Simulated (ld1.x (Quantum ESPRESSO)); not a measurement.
## tin (Sn): one change to a TM potential, before and after

* Element: tin (Sn)
* Generator: ld1.x (Quantum ESPRESSO) 7.5
* Type: norm-conserving Troullier–Martins (Kleinman–Bylander form)
* Functional: PBEsol
* Relativity: scalar-relativistic
* Frozen core: [Kr] 4d10
* Valence charge: 4
* Reference configuration: 5s2 5p2
* Partial waves: 5s (bound): rc 1.55 bohr; 5p (bound): rc 2.80 bohr; 5d channel at 0.05 Ry: rc 3.05 bohr
* Local potential: all-electron potential smoothed inside 2.15 bohr (lloc = -1)
* Core correction: Bessel-smoothed model core inside 1.20 bohr

All-electron outer shells of the reference configuration (PBEsol, scalar-relativistic, ld1.x):

```csv
shell,level (eV),outermost node (bohr),outermost maximum (bohr)
4p,-89.56,0.41,0.79
4d,-25.79,0.39,0.88
5s,-10.59,0.98,2.01
5p,-3.71,1.09,2.55
```

Change: wave 5s (bound): rc 1.55 bohr becomes 5s (bound): rc 1.42 bohr.

Cutoffs: the cutoffs (Ry, on a coarse ladder) from which the occupation-weighted sum of valence levels, in a spherical-Bessel basis at the reference potential, stays within 10 and 1 mRy of its value at 400 Ry; they do not see the model core or the augmentation charge, which bear on the density cutoff. Errors are all-electron minus pseudo energies relative to the spin-unpolarised reference configuration.

How do hardness, ghosts and transferability respond?

The potential gets harder (35 Ry and 100 Ry → 45 Ry and 160 Ry); the s channel binds one level more than in the base; of the 7 tests that both files solve, the error grows in 2 and shrinks in 0 by more than 15 % and 0.3 meV (median size 27.5 → 29.3 meV); neither file shows a bound ghost. A smaller radius makes the pseudo-wave follow the all-electron one further in, where it bends more sharply, so more plane waves are needed.

```tsv
quantity	base	changed
cutoff, loose	35 Ry	45 Ry
cutoff, tight	100 Ry	160 Ry
loose cutoff by channel (10 mRy a level)	s 30 Ry, p 6 Ry	s 40 Ry, p 6 Ry
bound ghosts	none	none
error for 5s2 5p1, meV [ΔE 6.90 eV]	-6.5	-6.9
error for 5s2 5p0, meV [ΔE 20.87 eV]	-57	-59
error for 5s1 5p0, meV [ΔE 51.88 eV]	-315	-297
error for 5s1 5p2, meV [ΔE 14.58 eV]	-27	-29
error for 5s2 5p2.3, meV [ΔE -0.85 eV]	+0.2	+0.2
error for 5s0 5p4, meV [ΔE 14.25 eV]	-62	-97
error for 5s1 5p3, meV [ΔE 7.01 eV]	-14	-19
s: phases at 3.30 bohr within 0.05 rad from the reference energy up to (Ry; the scan ends near 5)	0.3	0.2
p: phases at 3.30 bohr within 0.05 rad from the reference energy up to (Ry; the scan ends near 5)	1.5	1.5
d: phases at 3.30 bohr within 0.05 rad from the reference energy up to (Ry; the scan ends near 5)	0.5	0.5
```
